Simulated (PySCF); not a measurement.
Rb (rubidium, neutral): B2PLYP calculation

Configuration: [Kr] 5s1, 2S determinant. Computed with PySCF 2.14 in x2c-TZVPPall, with scalar relativity by spin-free X2C-1e.

| Property | Result |
| --- | --- |
| Total energy, PT2 part included | -2980.50 hartree |
| One-electron energy | -4131.78 hartree |
| Hartree (Coulomb) energy | 1252.38 hartree |
| Exchange-correlation energy | -101.10 hartree |
| PT2 correlation before scaling by 0.27 | 0.00000 hartree |
| ⟨S²⟩ | 0.7501 |
| ⟨L²⟩ | 0.000 |
| Sum of ⟨r⟩ | 29.28 bohr |
| Sum of ⟨r²⟩ | 63.35 bohr² |
| Langevin diamagnetic susceptibility | -50.2 ×10⁻⁶ cm³/mol |
| Time after the integrals | 1.8 s of wall time on 1 thread of Neoverse-V1 (shared host) |

```
shell  electrons  mean orbital energy (eV)  rms radius, mean of both spins (bohr)
 1s α          1                  -15161.5                                 0.0464
 1s β          1                  -15161.5                                 0.0464
 2s α          1                   -2060.9                                  0.193
 2s β          1                   -2060.9                                  0.193
 2p α          3                   -1824.7                                  0.171
 2p β          3                   -1824.7                                  0.171
 3s α          1                   -321.00                                  0.545
 3s β          1                   -320.97                                  0.545
 3p α          3                   -243.86                                  0.559
 3p β          3                   -243.84                                  0.559
 3d α          5                   -115.93                                  0.579
 3d β          5                   -115.92                                  0.579
 4s α          1                   -37.677                                   1.56
 4s β          1                   -37.578                                   1.56
 4p α          3                   -19.205                                   1.86
 4p β          3                   -19.150                                   1.86
 5s α          1                    -3.182                                   5.62
```

Densities and radii are taken from the X2C orbitals without a picture-change correction, which distorts them close to the nucleus.

The orbital energies are those of the SCF part of the double hybrid.
